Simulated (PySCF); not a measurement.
germanium monotelluride (GeTe), SMILES [Ge]=[Te] (connectivity only; charge and spin as stated), neutral, multiplicity 1. Geometry optimised at PBE-D3(BJ)/def2-TZVP. The def2 effective core potentials stand for the cores of Te; spin–orbit coupling is left out.

Computed with PBE-D3(BJ)/def2-TZVP (PySCF).

Harmonic wavenumbers (cm⁻¹): 318. Rotational constants (GHz): 1.948 (linear); symmetry number 1.

Q: Work out the zero-point energy and the ideal-gas rigid-rotor harmonic-oscillator thermochemistry at 298.15 K and 1 atm.

A: ZPE = ½ Σ hcν = ½ × 318 cm⁻¹ = 0.45 kcal/mol. H − E(el) = 2.78 kcal/mol. Entropy in cal/(mol K): translation 41.79, rotation 18.02, vibration 1.32, total 61.13. G − E(el) = -15.45 kcal/mol. Cp = 8.60 cal/(mol K).
